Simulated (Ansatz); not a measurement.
Computed with Ansatz on PBE0-D4/def2-TZVP structures; ΔE is electronic, products minus reactants. CCSD(T)/CBS is the MP2 limit (def2-TZVPP, def2-QZVPP) plus CCSD(T) − MP2 in def2-TZVPP, frozen cores. This one scheme is used for every species. Functionals use def2-TZVPP. B3LYP here is the variant with VWN-RPA as its local correlation; programs differ in this. Each species was taken in one conformer, which may not be the lowest.

`C[SiH](S)S` + CH₃OH → `CO[SiH](C)S` + H₂S  (ligand exchange at the Si–S bond)

| level | ΔE (kcal/mol) | difference from CCSD(T)/CBS |
| --- | --- | --- |
| PBE-D4 | -6.9 | 2.8 |
| r2SCAN-D4 | -9.3 | 0.4 |
| PBE0-D4 | -7.4 | 2.3 |
| B3LYP-D4 | -10.3 | -0.6 |
| ωB97M-V | -10.1 | -0.4 |
| B2PLYP | -10.5 | -0.8 |
| PBE | -6.8 | 2.9 |
| r2SCAN | -9.2 | 0.5 |
| B3LYP | -10.3 | -0.6 |
| SCS-MP2/def2-TZVPP | -10.6 | -0.9 |
| CCSD(T)/def2-TZVPP | -10.5 | -0.8 |
| HF/def2-QZVPP | -12.8 | -3.1 |
| MP2/def2-QZVPP | -9.3 | 0.4 |
| SCS-MP2/def2-QZVPP | -10.2 | -0.5 |
| HF/CBS(def2) | -12.9 | -3.2 |
| MP2/CBS(def2) | -8.8 | 0.9 |
| CCSD(T)/CBS | -9.7 | 0 |

Largest T1 diagnostic among the species: 0.011.

In def2-TZVPP, CCSD(T) changes the Hartree–Fock value by +2.0 kcal/mol (the triples alone add +0.5 kcal/mol) and MP2 by +2.8 kcal/mol.
